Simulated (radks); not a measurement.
Values are calculated unless marked as measured or tabulated.
Mean orbital radii <r> (bohr) of the europium ion Eu58+, [He] 2s2 2p1, at several levels of relativity; Dirac values are averaged over j with weights 2j + 1. Spin-unpolarised spherical Kohn-Sham, LDA (Slater exchange, Perdew-Wang correlation), point nucleus unless stated (finite: rms radius 5.1115 fm), a radial shooting solver on a logarithmic mesh with Libxc functionals. A level marked "c x" has the speed of light scaled by that factor and shares open shells by 2j + 1; other Dirac levels either fill j = l - 1/2 first or share by 2j + 1.

| shell | non-rel. | Dirac, low j first | Dirac, 2j+1 shares, finite nucleus | Dirac, c x 1.5 | change of magnitude, last against first (%) |
|---|---|---|---|---|---|
| 1s | 0.02402 | 0.02226 | 0.02226 | 0.02326 | -3.16 |
| 2s | 0.09807 | 0.09045 | 0.09043 | 0.09476 | -3.38 |
| 2p | 0.08248 | 0.07896 | 0.07892 | 0.08093 | -1.88 |
| 3s (empty) | 0.2239 | 0.2109 | 0.2108 | 0.2182 | -2.53 |
| 3p (empty) | 0.2091 | 0.2020 | 0.2019 | 0.2060 | -1.50 |
